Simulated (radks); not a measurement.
Ionisation of the cadmium ion Cd31+, [Ne] 3s2 3p5, to [Ne] 3s2 3p4 as the strength of local exchange is varied. All-electron calculation, scalar-relativistic Kohn-Sham, Slater X-alpha exchange (alpha = 2/3 is LDA exchange), no correlation, spin-polarised, spherical densities, point nucleus; open shells are filled with parallel spins first (spin-orbit coupling, left out, can overturn this in heavy ions). Program: a radial shooting solver on a logarithmic mesh with Libxc functionals.

alpha  E(Cd31+) (hartree)  exchange (hartree)  IE (eV)  -e of the level emptied (eV)  <r> of it (bohr)
0.65          -4874.38651           -91.63752   1933.8                   1899.7 (3p)            0.3149
0.667         -4876.79131           -94.06552   1935.8                   1901.7 (3p)            0.3148
0.9           -4909.83242          -127.50453   1963.0                   1929.9 (3p)            0.3126
0.951         -4917.08477          -134.86387   1969.0                   1936.0 (3p)            0.3121
1.03          -4928.33313          -146.29206   1978.4                   1945.7 (3p)            0.3114

NIST Atomic Spectra Database: 1918 eV (semi-empirical). The central value is not met in this range of alpha. Open shells are spherical and high-spin; term and fine-structure splittings are not resolved.
